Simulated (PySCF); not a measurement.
C₃H₆AlFO. Atoms are numbered in the order given.

```xyz
12

Al     0.3544     0.4869     0.4838
C     -0.1151    -1.3848     0.6554
C     -1.0615    -1.3109    -0.5032
C     -0.7140    -1.2169    -1.7991
H     -0.6022    -1.6915     1.5886
H      0.7560    -2.0249     0.4496
H     -2.1271    -1.2267    -0.2527
H      0.3312    -1.2783    -2.1226
H     -1.4701    -1.0965    -2.5780
F      1.6875     0.9075    -0.4274
O     -0.6042     1.7064     1.1688
H     -0.5047     2.6451     1.0038
```
Charge 0, spin multiplicity 1.

The structure is a stationary point at PBE0-D3(BJ)/def2-SVP. The structure was generated by enumeration; whether it is a known compound was not checked. One conformer was computed; it need not be the lowest.

Calculation: PBE/def2-TZVP (PySCF).

ESP charges are fitted to the potential on shells at 1.4 to 2.0 van der Waals radii. Atomic charges (e):

| atom | Löwdin | ESP fit | IAO |
|---|---|---|---|
| Al1 | -0.07 | 0.97 | 1.30 |
| C2 | -0.33 | -0.58 | -0.64 |
| C3 | -0.21 | 0.12 | -0.13 |
| C4 | -0.21 | -0.57 | -0.35 |
| H5 | 0.15 | 0.16 | 0.17 |
| H6 | 0.17 | 0.17 | 0.17 |
| H7 | 0.15 | 0.10 | 0.16 |
| H8 | 0.13 | 0.23 | 0.15 |
| H9 | 0.13 | 0.19 | 0.16 |
| F10 | -0.01 | -0.43 | -0.55 |
| O11 | -0.10 | -0.79 | -0.80 |
| H12 | 0.18 | 0.42 | 0.37 |
